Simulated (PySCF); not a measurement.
Aluminium: highly charged ions in a basis for the neutral atom

Al⁹⁺ [He] 2s2, Al¹⁰⁺ [He] 2s1. All numbers are calculated (PySCF 2.14, scalar relativity by spin-free X2C-1e, in cc-pVDZ-DK). No spin-orbit coupling, so a gap to NIST mixes the basis error with missing relativistic terms.

Changed run: basis of the neutral atom used for a highly charged ion. This setting is unsound on purpose.

```json
{"species": "Al⁹⁺", "method": "UHF", "sound run (hartree)": "not run", "changed run (hartree)": "-191.43655", "converged": "yes"}
{"species": "Al⁹⁺", "method": "M06-L", "sound run (hartree)": "not run", "changed run (hartree)": "-191.55268", "converged": "yes"}
{"species": "Al⁹⁺", "method": "B3LYP", "sound run (hartree)": "not run", "changed run (hartree)": "-191.51298", "converged": "yes"}
{"species": "Al¹⁰⁺", "method": "UHF", "sound run (hartree)": "not run", "changed run (hartree)": "-177.13150", "converged": "yes"}
{"species": "Al¹⁰⁺", "method": "M06-L", "sound run (hartree)": "not run", "changed run (hartree)": "-177.21822", "converged": "yes"}
{"species": "Al¹⁰⁺", "method": "B3LYP", "sound run (hartree)": "not run", "changed run (hartree)": "-177.13766", "converged": "yes"}
```

Ionisation energy of Al⁹⁺:

| method | changed run (eV) | NIST (eV) |
| --- | --- | --- |
| UHF | 389.26 | 398.65 ± 0.06 |
| M06-L | 390.06 | 398.65 ± 0.06 |
| B3LYP | 391.17 | 398.65 ± 0.06 |

The contracted functions were made for the neutral atom and can be too rigid for a highly charged ion.
